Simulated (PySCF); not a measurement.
Br4Sn, SMILES [Br][Sn-]([Br])([Br])[Br] (connectivity only; charge and spin as stated), charge -1, multiplicity 2. Atoms are numbered in the order given.

```xyz
5

Sn     0.0000     0.0000     0.0000
Br    -1.5403     1.5403    -1.5403
Br     1.5403     1.5403     1.5403
Br     1.5403    -1.5403    -1.5403
Br    -1.5403    -1.5403     1.5403
```
Charge -1, spin multiplicity 2.

Coordinates come from a r2SCAN-D4/def2-SVPD optimisation. The def2 effective core potentials stand for the cores of Sn; spin–orbit coupling is left out.

The numbers are results of M06-2X/def2-SVPD (PySCF), not measurements.

Mulliken values depend strongly on the basis, most of all with diffuse functions as here. ESP charges are fitted to the potential on shells at 1.4 to 2.0 van der Waals radii. Atomic charges (e):

```csv
atom,ESP fit,Mulliken,Mulliken spin
Sn1,0.54,1.48,0.37
Br2,-0.39,-0.62,0.16
Br3,-0.39,-0.62,0.16
Br4,-0.39,-0.62,0.16
Br5,-0.39,-0.62,0.16
```
